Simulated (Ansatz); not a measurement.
Basis-set series for BFH4SSi (`B[SiH](F)S`). Total charge 0; spin multiplicity 1. The structure was optimised at the PBE0-D4/def2-TZVP level. It is one conformer, not always the lowest.

```tsv
functional	basis	functions	energy (Eh)	HOMO (eV)	LUMO (eV)
PBE0-D4	def2-TZVPP	202	-814.52914	-7.49	-0.64
PBE0-D4	def2-QZVPP	374	-814.55824	-7.51	-0.75
ωB97M-V	def2-TZVPP	202	-814.82915	-9.56	1.12
ωB97M-V	def2-QZVPP	374	-814.85637	-9.57	0.85
```

Q: Give the rows for def2-SVP. (An estimate is asked.)

A: Computed: 
```json
{"functional": "PBE0-D4", "basis": "def2-SVP", "functions": "84", "energy (Eh)": "-814.12809", "HOMO (eV)": "-7.48", "LUMO (eV)": "-0.31"}
{"functional": "ωB97M-V", "basis": "def2-SVP", "functions": "84", "energy (Eh)": "-814.42428", "HOMO (eV)": "-9.51", "LUMO (eV)": "1.64"}
```

Positive LUMOs are unbound and depend on the basis.
